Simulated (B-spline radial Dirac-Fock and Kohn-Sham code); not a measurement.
Atomic neodymium: differential elastic cross section for electrons at 50 eV

Model: relativistic (Dirac) partial waves in the static field of the Dirac-Fock atom with Furness-McCarthy exchange, without polarisation or absorption potentials. Program: an atomic code on a B-spline grid. Below a few hundred eV the neglected polarisation potential matters, most of all at small angles.

Input file task.json (cfg lists n, l and occupation; rrms is the nuclear radius in fm):

```json
{"items": [{
  "Z": 60,
  "q": 0,
  "cfg": [[1, 0, 2], [2, 0, 2], [2, 1, 6], [3, 0, 2], [3, 1, 6], [3, 2, 10], [4, 0, 2], [4, 1, 6], [4, 2, 10], [4, 3, 4], [5, 0, 2], [5, 1, 6], [6, 0, 2]],
  "A": 142,
  "rrms": 4.9123,
  "do": "elastic",
  "energies": [[50, 0]],
  "theta": [0, 1, 2, 3, 5, 7, 10, 15, 20, 25, 30, 40, 50, 60, 70, 80, 90, 100, 110, 120, 130, 140, 150, 160, 170, 180]
}]}
```

Run with: `python xray2_run.py task.json out`

```
θ (°)  dσ/dΩ (a₀²/sr)  Sherman function
    0             230             0.000
    1             229             0.000
    2             225             0.001
    3             219             0.001
    5             202             0.002
    7             179             0.002
   10             140             0.004
   15            80.7             0.008
   20            41.9             0.014
   25            21.1             0.024
   30            11.1             0.034
   40            3.60             0.034
   50            1.25            -0.027
   60           0.319            -0.252
   70           0.211            -0.339
   80           0.506            -0.115
   90           0.760            -0.081
  100           0.871            -0.086
  110           0.940            -0.084
  120           0.903            -0.071
  130           0.588            -0.065
  140           0.143            -0.107
  150          0.0794            -0.054
  160           0.716            -0.004
  170            1.67            -0.001
  180            2.13             0.000
```

The total elastic cross section is 61.8 a₀², the first transport cross section 10.7 a₀² and the second, weighted with (3/2) sin²θ, 15.6 a₀². The mean deflection is ⟨1 − cos θ⟩ = 0.173, and 7.2 % of the collisions scatter beyond 90°.

On this grid of angles the cross section has minima near 70°, 150°, from interference among the few low partial waves with large phase shifts.

Values without a named source are computed, but for edge energies of neutral atoms, which are taken from tables.
